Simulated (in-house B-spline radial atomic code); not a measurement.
# RPA and G0W0 on HSE06: Be2+

Configuration 1s2, mean-field start HSE06. Computed with a B-spline radial code for spherical atoms: all electrons, scalar-relativistic (spin-free one-electron X2C), finite nucleus, each spin shell either full or empty, empty states to l = 9 with an (l + 1/2)⁻⁴ tail; G0W0 by contour deformation at full frequency.

Command:
```bash
python run_gw.py task.json out
```
Settings (radii: box in bohr, nucleus in fm):
```
Z                        4
electrons                2
configuration            1s2
hamiltonian              x2c
method                   hse06
lmax                     9
rms_radius               2.519
spin_polarised           False
box_radius               17.55
intervals                72
ion_configuration        1s1
```

Time taken, with all properties: 2.1 s on 1 thread of Arm Neoverse N1, with other jobs on the host.

Energies (hartree):

```tsv
term	value
mean-field total	-13.63392
Hartree-Fock functional on these orbitals	-13.61290
direct second order	-0.092084
second-order exchange	0.046042
SOSEX correction	0.043104
```

Task: What is the RPA correlation energy, and what remains with SOSEX?

Result: RPA gives -0.086208 hartree (-1.17 eV per electron); RPA + SOSEX gives -0.043103, and the second-order doubles -0.046042 hartree (no singles). SOSEX takes back 50 % of the RPA value, the self-correlation of each of the two electrons.

Quasi-particle levels (eV):

| level | occupied | mean field | Σx - vxc | Σc | QP weight | G0W0 |
| --- | --- | --- | --- | --- | --- | --- |
| 1s | yes | -137.56 | -16.78 | ? | ? | ? |
| 2s | no | -20.372 | 2.49 | -0.15 | 0.999 | -18.031 |

G0W0 = mean field + (Σx - vxc) + Σc, with Σc (partial-wave tail included) taken at the quasi-particle energy.

Task: Where does G0W0 put 1s?

Result: At -153.56 eV, with Σc = 0.78 eV and a quasi-particle weight of 0.979. The tabulated removal energy is 153.896 eV (NIST, tabulated theory).

Task: What does it cost to remove one electron (to 1s1) by differences of total energies, each species on its own start (correlation terms add to the Hartree-Fock functional)?

Result: HSE06 153.58 eV, Hartree-Fock functional 152.70 eV, + RPA 154.44 eV, + RPA + SOSEX 153.87 eV, + second order 153.95 eV. Tabulated: 153.896 eV (NIST, tabulated theory).
